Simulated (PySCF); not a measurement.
## Atomic charges by several schemes

Compound: C4H13FN2Si2.
Z-matrix (Å and degrees, GFN2-xTB geometry), rows numbered from 1:
```
C 
N   1  1.4402
C   2  1.4359  1  112.81
Si  2  1.7150  1  121.64  3   168.79
N   4  1.7203  2  107.48  1    69.68
C   4  1.9029  2  113.74  1   -42.47
F   6  1.3740  4  112.33  2   133.64
C   6  1.3260  4  131.16  2   -46.66
Si  8  1.8709  6  126.82  4    -0.87
H   1  1.0950  2  110.21  3    56.96
H   1  1.0862  2  109.81  3   176.65
H   1  1.0971  2  111.10  3   -63.00
H   3  1.0960  2  110.16  1   -60.81
H   3  1.0972  2  111.46  1    58.96
H   3  1.0860  2  109.96  1   179.59
H   4  1.4696  2  106.73  1  -162.92
H   5  1.0064  4  120.11  2  -157.10
H   5  1.0062  4  120.42  2    57.78
H   8  1.0862  6  117.05  4   179.62
H   9  1.4683  8  107.40  6  -139.97
H   9  1.4616  8  112.32  6   -19.94
H   9  1.4694  8  109.59  6   102.71
```

Density: PBE0/pcSseg-1 (PySCF); schemes: Mulliken, IAO, Hirshfeld and ESP-fitted. One conformer (not necessarily the lowest) at the GFN2-xTB geometry, without solvent, vibrations or thermal averaging. GFN2-xTB frequencies show an imaginary mode (23i cm⁻¹), so this geometry is no minimum at that level.

Task: Atoms with like bonding are taken together and averaged. Which atoms carry the highest charge in the Mulliken, IAO, Hirshfeld and ESP-fitted schemes?

Result: All schemes agree: Mulliken Si4 (+0.979); IAO Si4 (+1.101); Hirshfeld Si4 (+0.400); ESP-fitted Si4 (+0.610).

Task: Do the Mulliken, IAO, Hirshfeld and ESP-fitted schemes agree on where the charge is lowest?

Result: The schemes don't all agree: Mulliken N2 (-0.811); IAO N5 (-0.848); Hirshfeld N5 (-0.320); ESP-fitted N5 (-1.047).

Task: Give the atomic charges in each scheme.

Result: In e; atoms taken as equivalent share a row and are averaged (×n: the atom named and its like, n in all):

| atom | environment | Mulliken | IAO | Hirshfeld | ESP-fitted |
| --- | --- | --- | --- | --- | --- |
| C1/C3 | N-methyl carbon | -0.068 | -0.293 | -0.070 | -0.401 |
| N2 | silicon-bound nitrogen | -0.811 | -0.506 | -0.168 | -0.011 |
| Si4 | SiH silicon | +0.979 | +1.101 | +0.400 | +0.610 |
| N5 | silicon-bound nitrogen | -0.622 | -0.848 | -0.320 | -1.047 |
| C6 | vinylic C–F carbon | -0.011 | +0.017 | -0.002 | +0.146 |
| F7 | vinyl fluorine | -0.304 | -0.288 | -0.095 | -0.189 |
| C8 | alkene CH carbon | -0.447 | -0.478 | -0.169 | -0.478 |
| Si9 | SiH3 silicon | +0.531 | +0.611 | +0.312 | +0.409 |
| H10 (×6) | methyl hydrogen | +0.110 | +0.133 | +0.037 | +0.130 |
| H16 | Si–H hydrogen | -0.110 | -0.167 | -0.089 | -0.137 |
| H17/H18 | N–H hydrogen | +0.192 | +0.267 | +0.112 | +0.394 |
| H19 | vinylic hydrogen | +0.140 | +0.170 | +0.047 | +0.218 |
| H20/H21/H22 | Si–H hydrogen | -0.084 | -0.118 | -0.075 | -0.097 |

Mean size of the charges over all atoms: IAO 0.293 e, ESP-fitted 0.268 e, Mulliken 0.245 e, Hirshfeld 0.110 e. Each set sums to the total charge, 0, to within 0.001 e. The Mulliken scheme gives each basis function's population to the atom it is centred on and halves the overlap population of two atoms between them.

Some averages cover members that differ in this geometry: C1/C3, ESP-fitted -0.450 to -0.351; H10 (×6), ESP-fitted +0.110 to +0.166; H10 (×6), IAO +0.119 to +0.151; H10 (×6), Mulliken +0.100 to +0.125 e.

Task: How many electrons does the Hirshfeld scheme count on Si9?

Result: Z − q = 14 − (+0.312) = 13.688.

Task: How closely do the schemes follow one another over all atoms?

Result: Correlation coefficient and root-mean-square difference: IAO with Hirshfeld 0.98, 0.246 e; Mulliken with IAO 0.96, 0.115 e; Mulliken with Hirshfeld 0.94, 0.220 e; IAO with ESP-fitted 0.90, 0.173 e; Hirshfeld with ESP-fitted 0.88, 0.234 e; Mulliken with ESP-fitted 0.76, 0.246 e.

These values come from a run that also computed NMR shieldings. Hardware: an Arm Neoverse V1 with one thread, no GPU, shared host. Cost: 77 s of wall time (grids of density and orbitals included), 1.0 GiB resident at most.
